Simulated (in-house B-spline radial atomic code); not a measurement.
**Two electrons outside the 1s2 core: Mg8+**

Computed with an all-electron radial atomic-structure program (B-spline basis): configuration interaction (CI) of the two valence electrons in the field of the frozen Dirac-Fock core, alone and with many-body perturbation theory for the core (screened one- and two-electron correlation potentials), Breit and QED terms; no-pair Dirac Hamiltonian, finite nucleus. Labels give the configuration (outer n counted up each series) and the leading LS term, or the jj pair where no LS term holds 70 %.

Command:
```bash
python run_mb.py task.json out
```
Settings (nuclear radius in fm, box in bohr, cutoff in hartree):
```
basis_form          3
Z                   12
core_configuration  1s2
rms_radius          3.057
mass_number         24
speed_of_light      137.036
box_radius          9.0
lmax                6
intervals           63
virtual_cutoff      300.0
```

Time taken, with all properties: 2.2 min on 1 thread of Arm Neoverse N1 (shared host).

Excitation energies (eV):

```
    level  purity of the LS term  CI alone  CI + MBPT + Breit + QED  Landé g of the LS mixture
  2s2 1S0                    1.0         0                        0                          -
2s2p 3P°0                    1.0    17.523                   17.409                          -
2s2p 3P°1                    1.0         ?                        ?                          ?
2s2p 3P°2                    1.0    18.013                   17.849                       1.50
2s2p 1P°1                    1.0    34.022                   33.704                       1.00
  2p2 3P0                  0.999    45.745                   45.345                          -
  2p2 3P1                    1.0    45.917                   45.505                       1.50
  2p2 3P2                  0.998    46.225                   45.771                       1.50
  2p2 1D2                  0.998         ?                        ?                          ?
  2p2 1S0                  0.999    62.334                   61.984                          -
 2s3s 3S1                    1.0    190.01                   189.98                       2.00
 2s3s 1S0                    1.0    193.16                   193.16                          -
2s3p 1P°1                  0.985    197.63                   197.57                       1.01
2s3p 3P°0                    1.0    197.99                   197.95                          -
2s3p 3P°1                  0.985    198.05                      198                       1.49
2s3p 3P°2                    1.0    198.13                   198.07                       1.50
 2s3d 3D1                    1.0    202.23                    202.2                       0.50
 2s3d 3D2                    1.0    202.25                   202.21                       1.17
 2s3d 3D3                    1.0    202.28                   202.24                       1.33
 2s3d 1D2                    1.0    205.17                   205.12                       1.00
2p3s 3P°0                    1.0    212.17                   212.01                          -
2p3s 3P°1                  0.995    212.32                   212.15                       1.50
2p3s 3P°2                    1.0    212.68                   212.48                       1.50
2p3s 1P°1                  0.995    215.49                   215.27                       1.00
 2p3p 1P1                  0.949    216.96                   216.74                       0.98
 2p3p 3D1                  0.952    217.81                    217.6                       0.52
 2p3p 3D2                  0.998    217.97                   217.75                       1.17
 2p3p 3D3                    1.0    218.31                   218.06                       1.33
 2p3p 3S1                  0.979    219.71                   219.48                       1.99
 2p3p 3P0                  0.998    220.59                   220.36                          -
```

(1) Where does 2p2 1D2 lie?

(2) Where does 2s2p 3P°1 lie?

(3) What is the first ionisation energy?

Some electric-dipole lines (reduced elements in atomic units, length form; vacuum wavelengths from the computed energies):

| upper | lower | D bare (size) | D with core polarisation (size) | λ (nm) | A (s⁻¹) |
| --- | --- | --- | --- | --- | --- |
| 2s2p 1P°1 | 2s2 1S0 | 0.619 | 0.617 | 36.786 | 5.2e+09 |
| 2p2 3P1 | 2s2p 3P°0 | 0.42 | 0.418 | 44.129 | 1.4e+09 |
| 2s3s 3S1 | 2s2p 3P°0 | 0.0891 | 0.0895 | 7.1845 | 1.5e+10 |
| 2s3p 1P°1 | 2s2 1S0 | 0.332 | 0.332 | 6.2756 | 3e+11 |
| 2s3p 3P°1 | 2s2 1S0 | 0.0405 | 0.0406 | 6.2619 | 4.5e+09 |
| 2s3d 3D1 | 2s2p 3P°0 | 0.394 | 0.393 | 6.7095 | 3.5e+11 |
| 2p3s 3P°1 | 2s2 1S0 | 0.0048 | 0.0048 | 5.8441 | 7.8e+07 |
| 2p3s 1P°1 | 2s2 1S0 | 0.0498 | 0.0499 | 5.7594 | 8.8e+09 |
| 2p3p 1P1 | 2s2p 3P°0 | 0.0206 | 0.0207 | 6.2201 | 1.2e+09 |
| 2p3p 3D1 | 2s2p 3P°0 | 0.131 | 0.131 | 6.1934 | 4.9e+10 |

Weak lines are less accurate than strong ones.

Results:

(1) 50.617 eV in CI alone and 50.223 eV with all corrections; g = 1.00.

(2) 17.683 eV in CI alone and 17.547 eV with all corrections; g = 1.50.

(3) 328.01 eV to the 2s1/2 state of the next ion (328.04 eV from CI alone). NIST lists 327.99 ± 0.04 eV (semi-empirical).
